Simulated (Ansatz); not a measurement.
Stepwise reaction of `COB(Cl)OC` with hydrogen sulfide, as a gas-phase model of exchange steps in deposition or etching. ΔE in kJ/mol.

Gas-phase electronic energies from Ansatz, PBE0-D4/def2-TZVP geometries. CCSD(T)/CBS is the MP2 limit (def2-TZVPP, def2-QZVPP) plus CCSD(T) − MP2 in def2-TZVPP, frozen cores. This one scheme is used for every species. DFT in def2-TZVPP. B3LYP here is the variant with VWN-RPA as its local correlation; programs differ in this. Each species was taken in one conformer, which may not be the lowest.

```
step                                reaction  PBE-D4  B3LYP-D4  ωB97M-V  CCSD(T)/CBS
   1  `COB(Cl)OC` + H₂S → `COB(S)Cl` + CH₃OH    54.6      67.2     67.8         64.7
   2    `COB(S)Cl` + H₂S → `SB(S)Cl` + CH₃OH    54.5      66.9     67.9         63.4
```

(1) By hand: ΔE of the 2 steps together at CCSD(T)/CBS.

## Answers

(1) (64.7) + (63.4) = 128.1 kJ/mol, or 64.0 kJ/mol a step.

In ΔE the steps differ by no more than 1.3 kJ/mol. All are uphill at CCSD(T)/CBS. PBE-D4 differs from CCSD(T)/CBS by -10.1 to -8.9 kJ/mol a step. Isolated molecules leave out the surface, adducts and barriers. Largest T1 diagnostic: 0.013.
